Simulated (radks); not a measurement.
Q: The phosphorus anion P3-, [Ar], held by a Watson sphere: a shell of charge +4.27 at radius R that stands for the Madelung well of a crystal (potential energy -4.27/R inside, -4.27/r outside, in hartree with lengths in bohr). Method: non-relativistic Kohn-Sham, PBEsol, spin-unpolarised, spherical densities, point nucleus; computed with a radial shooting solver on a logarithmic mesh with Libxc functionals. Response by self-consistent Sternheimer equations with the Hartree and adiabatic LDA kernel. The sphere does not respond.

| R (bohr) | e(2p) (eV) | e(3s) (eV) | e(3p) (eV) | <r> 3p (bohr) | sum of <r^2> (bohr^2) | X-ray form factor at sin(theta)/lambda = 0.1 1/angstrom | alpha (bohr^3) |
|---|---|---|---|---|---|---|---|
| 1.9 | -133.00 | -30.269 | -21.106 | 2.024 | 38.17 | 15.560 | 15.97 |
| 4.07 | -127.41 | -18.555 | -11.562 | 2.905 | 73.34 | 14.093 | 82.23 |
| 4.25 | -127.11 | -18.024 | -11.047 | 2.970 | 76.43 | 14.007 | 93.34 |
| 4.53 | -126.66 | -17.287 | -10.317 | 3.070 | 81.35 | 13.882 | 113.3 |

Estimate the row for R = 2.25 bohr.

A: e(2p) (eV) -131.31; e(3s) (eV) -27.586; e(3p) (eV) -19.180; <r> 3p (bohr) 2.181; sum of <r^2> (bohr^2) 43.59; X-ray form factor at sin(theta)/lambda = 0.1 1/angstrom 15.278; alpha (bohr^3) 21.00.
